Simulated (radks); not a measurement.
Results of a calculation; reference values are marked as such.
Q: The table gives one normalised radial function P(r) = r R(r) (large component) of Ta in [Xe] 4f12 5d5 6s2 (r in bohr). Code: a radial shooting solver on a logarithmic mesh with Libxc functionals. Model: Dirac Kohn-Sham, PBEsol, spin-unpolarised, spherical densities, point nucleus; open shells fill j = l - 1/2 first.

r           P
0.002013   0.0038
0.002343   0.0050
0.002728   0.0067
0.003176   0.0088
0.003697   0.0115
0.004304   0.0151
0.005011   0.0198
0.005833   0.0257
0.006791   0.0332
0.007905   0.0427
0.009203   0.0545
0.01071    0.0689
0.01257    0.0874
0.01464    0.1081
0.01704    0.1320
0.01984    0.1584
0.02309    0.1863
0.02688    0.2136
0.0313     0.2376
0.03644    0.2540
0.04242    0.2576
0.04938    0.2427
0.05749    0.2037
0.06692    0.1371
0.07791    0.0432
0.09143   -0.0781
0.1064    -0.1992
0.1239    -0.3029
0.1442    -0.3614
0.1679    -0.3483
0.1955    -0.2486
0.2276    -0.0680
0.2649     0.1603
0.3084     0.3792
0.3591     0.5206
0.418      0.5283
0.4866     0.3794
0.5665     0.0960
0.6648    -0.2806
0.774     -0.6287
0.901     -0.8918
1.049     -1.0229
1.221     -1.0129
1.422     -0.8883
1.655     -0.6976
1.927     -0.4926
2.243     -0.3125
2.611     -0.1772
3.04      -0.0890
3.539     -0.0390
4.153     -0.0138
4.835     -0.0043
5.628     -0.0011
6.552     -0.0002
7.628     0.0000
8.88      0.0000
10.34     0.0000

Which n and l does it have? It may be an empty orbital.

A: n = 5, l = 1: the number of nodes gives n - l - 1 = 3, the rise at small r points to l (this Dirac orbital starts as r^gamma with gamma = sqrt((l + 1)^2 - (Z/c)^2) = 1.93; the j = 3/2 orbital of l + 1 starts with the same power, but with a smaller coefficient, and then steepens), and the extent must fit the shell. The curve is that of 5p3/2; the two j differ most near the nucleus, where j = l - 1/2 has the larger amplitude, and in heavy atoms j = l - 1/2 is also the more compact. 5p3/2: eigenvalue -42.179 eV, 3 radial nodes at r = 0.0827, 0.239, 0.591 bohr, <r> = 1.27 bohr, 90 % of the charge inside 1.86 bohr.
